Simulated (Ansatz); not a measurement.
Isolated molecules relaxed with PBE0-D4/def2-TZVP in Ansatz; ΔE leaves out vibrations. CCSD(T)/CBS adds triple-zeta CCSD(T) − MP2 to the extrapolated MP2 energy (def2 sets, frozen cores). This one scheme is used for every species. Functionals use def2-TZVPP. No spin–orbit coupling; open shells (•) take unrestricted orbitals. Each species was taken in one conformer, which may not be the lowest.

Consider the homolysis of the Si–Si bond: `C[SiH](F)[SiH](F)F` → `C[SiH]F`• + `F[SiH]F`•.

(1) What is ΔE at CCSD(T)/CBS? (Best estimate.)

(2) What do these levels give: ωB97X-V, ωB97M-V, r2SCAN, HF/def2-TZVPP, MP2/def2-TZVPP, SCS-MP2/def2-TZVPP, CCSD(T)/def2-TZVPP, HF/def2-QZVPP, MP2/def2-QZVPP, SCS-MP2/def2-QZVPP, MP2/CBS(def2), CCSD/CBS(def2)? (An estimate is asked.)

Largest T1 diagnostic among the species: 0.014.

Answers

(1) Computed: +345.0 kJ/mol.

(2) Computed: ωB97X-V 346.9, ωB97M-V 344.7, r2SCAN 311.3, HF/def2-TZVPP 250.8, MP2/def2-TZVPP 330.8, SCS-MP2/def2-TZVPP 335.4, CCSD(T)/def2-TZVPP 335.0, HF/def2-QZVPP 248.5, MP2/def2-QZVPP 335.7, SCS-MP2/def2-QZVPP 341.7, MP2/CBS(def2) 340.8, CCSD/CBS(def2) 340.4 kJ/mol.

The D4 term adds +14.2 kJ/mol with B3LYP and +8.0 kJ/mol with PBE0; it sums over pairs of atoms, weighted by their polarisabilities, and B3LYP, whose exchange is more repulsive, gets the larger term. In def2-TZVPP, CCSD(T) changes the Hartree–Fock value by +84.2 kJ/mol (the triples alone add +4.6 kJ/mol) and MP2 by +80.0 kJ/mol; breaking electron pairs costs correlation energy, which Hartree–Fock lacks.

B3LYP here is the variant with VWN-RPA as its local correlation; programs differ in this.
